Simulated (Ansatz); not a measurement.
The Te1–Te2 bond of Te2 is stretched (multiplicity 3).


Correlated levels freeze the cores. Filled d and f shells under p-block atoms count as core.

Programs: Ansatz (Gaussian basis) for Hartree–Fock, density functionals and correlated methods. Values without a source in brackets are computed. In def2 rows elements past Kr take small-core potentials, without spin–orbit coupling.

FIC-MRCISD+Q on CASSCF(12,8)/def2-TZVPP, total energies (hartree):

```json
[
 {"R (Å)": "2.575", "CASSCF": "-534.077112", "MRCISD": "-534.288753", "weight c² of the reference": "0.89378"},
 {"R (Å)": "4.506", "CASSCF": "-534.001789", "MRCISD": "-534.197346", "weight c² of the reference": "0.89731"},
 {"R (Å)": "10.299", "CASSCF": "-534.001350", "MRCISD": "-534.195915", "weight c² of the reference": "0.89764"}
]
```

Problem. Add the Davidson correction (E_MRCISD − E_CASSCF)(1 − c²)/c² and give the energies above the first point at the three levels.

Solution. 
Corrections (hartree): -0.025152, -0.022380, -0.022186. Above the first point (kcal/mol):
- R = 4.506 Å: CASSCF 47.3, MRCISD 57.4, with the correction 59.1
- R = 10.299 Å: CASSCF 47.5, MRCISD 58.3, with the correction 60.1

Ansatz is an electronic-structure program.
